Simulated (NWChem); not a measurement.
CHCl$_{2}$, doublet; SMILES Cl[CH]Cl

Program: NWChem. Pople sets run with spherical d functions. Spin-unrestricted. In the optimisation the excess spin sits in a' (Cs, its own frame). No stability test was run on the SCF state. Level UHF/6-31G*: optimisations from one semi-empirical or force-field start; each run changes one setting, and all end within 0.3 mHa of each other.

```
setting                                             optimisation steps
--------------------------------------------------  ------------------
redundant internal coordinates, default thresholds                   3
no line search                                                       3
tight thresholds                                                    10
symmetry off                                                         4
```
